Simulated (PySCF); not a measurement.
Electron correlation in Sc⁺ (scandium, charge +1)

[Ar] 3d1 4s1, high-spin 3D determinant. Computed with PySCF 2.14 in x2c-TZVPPall, with the spin-free X2C one-electron Hamiltonian (Gaussian nucleus). Frozen: [Ne]; 10 electrons correlated.

| level | correlation energy (mhartree) |
| --- | --- |
| CCSD | -219.77 |
| (T) | -4.27 |
| CCSD(T) | -224.04 |

Diagnostics: T1 = 0.010, D1 = 0.0358, largest double amplitude 0.021.

Cost of the coupled-cluster step: roughly 13 core-seconds, for 10 correlated electrons.

Iterations:

```
CC2 = 0
CCSD nocc = (np.int64(6), np.int64(4)), nmo = (59, 59)
frozen orbitals [[0, 1, 2, 3, 4], [0, 1, 2, 3, 4]]
max_cycle = 100
direct = 0
conv_tol = 1e-08
conv_tol_normt = 1e-06
diis_space = 8
diis_start_cycle = 0
Init t2, MP2 energy = -0.19918402172745
Init E_corr(UCCSD) = -0.199184021727565
cycle = 1  E_corr(UCCSD) = -0.215645088866253  dE = -0.0164610671  norm(t1,t2) = 0.0377399
cycle = 2  E_corr(UCCSD) = -0.218719702204241  dE = -0.00307461334  norm(t1,t2) = 0.0123148
cycle = 3  E_corr(UCCSD) = -0.21987219874959  dE = -0.00115249655  norm(t1,t2) = 0.00530361
cycle = 4  E_corr(UCCSD) = -0.219783420587293  dE = 8.87781623e-05  norm(t1,t2) = 0.000865513
cycle = 5  E_corr(UCCSD) = -0.219755558100324  dE = 2.7862487e-05  norm(t1,t2) = 0.000513808
cycle = 6  E_corr(UCCSD) = -0.21976788769821  dE = -1.23295979e-05  norm(t1,t2) = 0.000389164
cycle = 7  E_corr(UCCSD) = -0.219769080523012  dE = -1.1928248e-06  norm(t1,t2) = 0.000297144
cycle = 8  E_corr(UCCSD) = -0.219768282681821  dE = 7.97841191e-07  norm(t1,t2) = 0.00015167
cycle = 9  E_corr(UCCSD) = -0.219768355891394  dE = -7.32095737e-08  norm(t1,t2) = 6.1574e-05
cycle = 10  E_corr(UCCSD) = -0.219768215393937  dE = 1.40497457e-07  norm(t1,t2) = 1.74092e-05
cycle = 11  E_corr(UCCSD) = -0.219768182133474  dE = 3.32604633e-08  norm(t1,t2) = 4.55504e-06
cycle = 12  E_corr(UCCSD) = -0.219768197114835  dE = -1.49813608e-08  norm(t1,t2) = 8.07381e-07
cycle = 13  E_corr(UCCSD) = -0.219768188977664  dE = 8.13717044e-09  norm(t1,t2) = 3.18566e-07
UCCSD converged
E(UCCSD) = -763.2979503923972  E_corr = -0.2197681889776643
UCCSD(T) correction = -0.00426565587878592
```

This basis was not built for core-valence correlation, so the inner-shell part is incomplete.
